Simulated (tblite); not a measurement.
A geometry optimisation, step by step.

C4H13ClSi3.
SMILES with atom numbers: `[SiH3:1][CH2:2][C@@H:3]1[CH2:4][Si@H:5]([CH2:6][Cl:7])[SiH2:8]1` (hydrogens: H9, H10, H11 on Si1; H12, H13 on C2; H14 on C3; H15, H16 on C4; H17 on Si5; H18, H19 on C6; H20, H21 on Si8)

Computed with GFN2-xTB (tblite), gas phase: L-BFGS steps from a force-field or distance-geometry start until the largest atomic force falls under 0.01 eV/Å. 5 of its 109 geometries are shown.

Step 0: E = -676.3887 eV, largest atomic force 2.201 eV/Å
```
atom  x, y, z in Å  |  force x, y, z in eV/Å
Si1    -3.190    0.797   -0.772   -0.778   0.919  -0.107
C2     -1.931   -0.534   -0.434    0.410  -0.265   0.721
C3     -0.682   -0.086    0.367    0.474  -1.043  -1.262
C4      0.361    0.813   -0.417   -0.333   0.577   1.696
Si5     1.889    0.251    0.626   -0.906   1.146   1.046
C6      3.353    0.112   -0.443    1.777   0.402  -1.235
Cl7     4.633   -0.778    0.418    0.119  -0.055   0.029
Si8     0.599   -1.549    0.690   -1.227  -1.180   0.647
H9     -4.344    0.217   -1.508    0.270   0.138   0.161
H10    -2.595    1.875   -1.591   -0.114  -0.162   0.127
H11    -3.687    1.379    0.504    0.145  -0.154  -0.324
H12    -1.631   -0.975   -1.385    0.171  -0.097   0.111
H13    -2.448   -1.328    0.143    0.386   0.236  -0.252
H14    -0.970    0.328    1.343    0.056   0.257  -0.500
H15     0.175    1.891   -0.333   -0.336  -0.281  -0.214
H16     0.473    0.563   -1.461   -0.302  -0.180  -0.159
H17     2.032    1.040    1.881    0.203  -0.071  -0.455
H18     3.163   -0.428   -1.374    0.069   0.093   0.146
H19     3.773    1.093   -0.696    0.058  -0.265  -0.056
H20     0.347   -2.218    1.997   -0.012  -0.066  -0.516
H21     0.670   -2.446   -0.493   -0.131   0.050   0.394
```

Step 27: E = -676.9565 eV, largest atomic force 0.072 eV/Å
```
atom  x, y, z in Å  |  force x, y, z in eV/Å
Si1    -3.159    0.856   -0.795    0.050  -0.028   0.009
C2     -1.927   -0.559   -0.482    0.046  -0.036   0.010
C3     -0.715   -0.192    0.365    0.025  -0.037   0.016
C4      0.267    0.799   -0.298   -0.043   0.013  -0.017
Si5     1.893    0.255    0.579   -0.037   0.009  -0.029
C6      3.465    0.178   -0.514   -0.035   0.011  -0.006
Cl7     4.697   -0.711    0.421    0.038  -0.013   0.001
Si8     0.525   -1.611    0.820   -0.041  -0.007  -0.016
H9     -4.313    0.314   -1.512   -0.048  -0.006  -0.030
H10    -2.566    1.925   -1.595    0.049   0.034  -0.032
H11    -3.591    1.401    0.491   -0.013   0.029   0.055
H12    -1.583   -0.973   -1.432   -0.003  -0.007  -0.019
H13    -2.460   -1.367    0.027   -0.025  -0.015  -0.022
H14    -1.077    0.261    1.296    0.027  -0.020  -0.023
H15    -0.046    1.835   -0.188    0.001   0.034   0.017
H16     0.308    0.595   -1.370    0.013   0.029  -0.001
H17     2.280    1.166    1.664   -0.020  -0.004   0.069
H18     3.332   -0.361   -1.447   -0.004  -0.007  -0.019
H19     3.887    1.155   -0.730    0.009   0.008  -0.034
H20     0.161   -2.349    2.033    0.031   0.013   0.010
H21     0.612   -2.600   -0.271   -0.021   0.000   0.062
```

Step 54: E = -676.9774 eV, largest atomic force 0.037 eV/Å
```
atom  x, y, z in Å  |  force x, y, z in eV/Å
Si1    -3.088    0.872   -0.831    0.000  -0.007  -0.002
C2     -1.910   -0.593   -0.533    0.005   0.016   0.009
C3     -0.729   -0.241    0.364   -0.004   0.004   0.001
C4      0.235    0.806   -0.242   -0.020   0.002  -0.015
Si5     1.878    0.235    0.580   -0.011  -0.027   0.011
C6      3.414    0.203   -0.564   -0.017   0.008  -0.001
Cl7     4.708   -0.631    0.340    0.020   0.003  -0.018
Si8     0.523   -1.637    0.849    0.010   0.004   0.016
H9     -4.278    0.406   -1.547   -0.004  -0.008  -0.008
H10    -2.449    1.925   -1.624    0.012  -0.012   0.003
H11    -3.480    1.415    0.473   -0.005   0.014  -0.010
H12    -1.539   -0.984   -1.485    0.006   0.008   0.023
H13    -2.474   -1.407   -0.068    0.017   0.011  -0.011
H14    -1.127    0.177    1.296   -0.014  -0.005  -0.004
H15    -0.093    1.827   -0.057    0.016   0.014   0.030
H16     0.272    0.686   -1.326   -0.007  -0.019  -0.021
H17     2.284    1.091    1.705   -0.005  -0.003   0.011
H18     3.269   -0.354   -1.485   -0.005   0.003   0.000
H19     3.794    1.192   -0.809    0.006  -0.005  -0.014
H20     0.242   -2.239    2.156   -0.012  -0.017  -0.010
H21     0.538   -2.732   -0.131    0.013   0.015   0.010
```

Step 81: E = -676.9859 eV, largest atomic force 0.030 eV/Å
```
atom  x, y, z in Å  |  force x, y, z in eV/Å
Si1    -3.033    0.875   -0.893    0.008  -0.003   0.000
C2     -1.880   -0.595   -0.530   -0.003  -0.004  -0.001
C3     -0.735   -0.250    0.414   -0.014   0.002   0.000
C4      0.237    0.812   -0.149   -0.016   0.000   0.001
Si5     1.883    0.205    0.638    0.016  -0.016  -0.019
C6      3.337    0.214   -0.614    0.016   0.006   0.000
Cl7     4.756   -0.545    0.161   -0.023  -0.004  -0.009
Si8     0.507   -1.655    0.903   -0.007   0.011   0.004
H9     -4.209    0.404   -1.629    0.006  -0.001  -0.005
H10    -2.346    1.888   -1.698   -0.005   0.002  -0.004
H11    -3.455    1.471    0.377   -0.002   0.002   0.000
H12    -1.469   -0.985   -1.465    0.002  -0.009   0.008
H13    -2.464   -1.408   -0.091   -0.007   0.005  -0.002
H14    -1.169    0.146    1.339   -0.007   0.005   0.001
H15    -0.082    1.827    0.078    0.001   0.006   0.017
H16     0.268    0.735   -1.238    0.007   0.000  -0.001
H17     2.344    1.029    1.765    0.001   0.002   0.002
H18     3.132   -0.356   -1.517    0.004  -0.006   0.019
H19     3.645    1.216   -0.903   -0.001   0.000  -0.002
H20     0.185   -2.269    2.195    0.021  -0.002  -0.008
H21     0.539   -2.745   -0.082    0.005   0.006  -0.002
```

Step 108: E = -676.9882 eV, largest atomic force 0.006 eV/Å
```
atom  x, y, z in Å  |  force x, y, z in eV/Å
Si1    -3.008    0.872   -0.932    0.001  -0.002  -0.001
C2     -1.874   -0.598   -0.514    0.001  -0.001   0.000
C3     -0.743   -0.250    0.447   -0.001   0.004  -0.002
C4      0.220    0.834   -0.095   -0.003   0.001   0.000
Si5     1.885    0.209    0.642   -0.003  -0.002  -0.003
C6      3.313    0.209   -0.638   -0.002   0.000   0.000
Cl7     4.739   -0.551    0.120   -0.004  -0.002  -0.002
Si8     0.514   -1.652    0.905    0.002   0.001   0.006
H9     -4.163    0.388   -1.692   -0.001  -0.002   0.000
H10    -2.303    1.868   -1.742    0.003   0.001   0.004
H11    -3.463    1.494    0.314    0.001   0.002   0.000
H12    -1.449   -1.010   -1.432   -0.001   0.001  -0.001
H13    -2.476   -1.396   -0.072    0.001   0.000  -0.001
H14    -1.191    0.127    1.373   -0.002   0.000  -0.002
H15    -0.095    1.839    0.178    0.001  -0.003  -0.002
H16     0.233    0.798   -1.186    0.003   0.001   0.005
H17     2.378    1.020    1.765    0.000   0.003   0.001
H18     3.090   -0.372   -1.529    0.001   0.002  -0.002
H19     3.620    1.206   -0.944    0.000  -0.002   0.003
H20     0.229   -2.292    2.194    0.001   0.001  -0.002
H21     0.535   -2.725   -0.099    0.002  -0.002   0.000
```

**Question.** Summarise the path.

**Answer.** The energy falls by 57.84 kJ/mol from step 0 to step 108; nine tenths of that is first reached at step 17. It falls at every step. The largest force goes from 2.201 to 0.006 eV/Å. Among the bonds Si5–Si8 changes most, from 2.215 to 2.326 Å; the atoms move by 0.315 Å rms after alignment.

The cost below is that of the whole relaxation. Time: 4.8 s of wall time. Hardware: an Intel Xeon at 2.50 GHz with one thread, no GPU, shared host.
